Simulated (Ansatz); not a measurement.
Stepwise reaction of `O[SiH2][SiH](F)F` with water, as a gas-phase model of exchange steps in deposition or etching. ΔE in kJ/mol.

Calculated with Ansatz (gas phase, PBE0-D4/def2-TZVP geometries, no zero-point term in ΔE). CBS: MP2 limit from def2 TZ/QZ plus the TZ coupled-cluster correction, frozen cores. This one scheme is used for every species. Functionals use def2-TZVPP. B3LYP here is the variant with VWN-RPA as its local correlation; programs differ in this. Each species was taken in one conformer, which may not be the lowest.

```
step                                             reaction  PBE-D4  B3LYP-D4  ωB97M-V  CCSD(T)/CBS
   1  `O[SiH2][SiH](F)F` + H₂O → `O[SiH2][SiH](O)F` + H–F    33.6      36.4     34.7         34.8
```

Give the row of step 2, `O[SiH2][SiH](O)F` + H₂O → `O[SiH2][SiH](O)O` + H–F. (An estimate is asked.)

The calculation gave: 
| step | reaction | PBE-D4 | B3LYP-D4 | ωB97M-V | CCSD(T)/CBS |
| --- | --- | --- | --- | --- | --- |
| 2 | `O[SiH2][SiH](O)F` + H₂O → `O[SiH2][SiH](O)O` + H–F | 40.1 | 43.7 | 43.1 | 42.6 |

By hand: ΔE of the 2 steps together at CCSD(T)/CBS.

(34.8) + (42.6) = 77.4 kJ/mol, or 38.7 kJ/mol a step.

In ΔE each step is higher than the one before. All are uphill at CCSD(T)/CBS. PBE-D4 differs from CCSD(T)/CBS by -2.5 to -1.2 kJ/mol a step. Only this route is followed, and other bonds may react first. Isolated molecules leave out the surface, adducts and barriers. Largest T1 diagnostic: 0.012.
